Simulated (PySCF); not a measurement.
Zn(NH2)(OSiH3) (H5NOSiZn), SMILES [SiH3][O][Zn][NH2].

Geometry: PBE0-D3(BJ)/def2-SVP. The structure was generated by enumeration; whether it is a known compound was not checked. One conformer was computed; it need not be the lowest.

Two levels are set side by side: TDA-PBE/def2-SVPD (PySCF) and TDA-CAM-B3LYP/def2-SVPD (PySCF). Vertical, same geometry. The lowest singlet is HOMO→LUMO 96 % with PBE and HOMO→LUMO 90 % with the other functional; states are paired by order. Differences are taken from unrounded values.

| quantity | TDA-CAM-B3LYP |
|---|---|
| lowest singlet excitation (eV) | 5.24 |
| lowest triplet excitation (TDA) (eV) | 4.61 |
| first bright state (f over 0.05) (eV) | 5.24 |
| its oscillator strength | 0.08 |

Q: What does TDA-PBE give, and how far is it from TDA-CAM-B3LYP? (The exact figures need the calculation; the answer reports its results.)

A: 
```json
[
 {"quantity": "lowest singlet excitation (eV)", "TDA-PBE": "4.46", "TDA-PBE minus TDA-CAM-B3LYP": "-0.78"},
 {"quantity": "lowest triplet excitation (TDA) (eV)", "TDA-PBE": "3.91", "TDA-PBE minus TDA-CAM-B3LYP": "-0.70"},
 {"quantity": "first bright state (f over 0.05) (eV)", "TDA-PBE": "4.46", "TDA-PBE minus TDA-CAM-B3LYP": "-0.78"},
 {"quantity": "its oscillator strength", "TDA-PBE": "0.06", "TDA-PBE minus TDA-CAM-B3LYP": "-0.02"}
]
```

Functionals without exact exchange tend to place singlet excitations lower, as here. Differences between two approximate levels are no errors against the true value.

Rough cost on one machine, each run with all the roots and properties that it gave: TDA-CAM-B3LYP against TDA-PBE about 5 times.
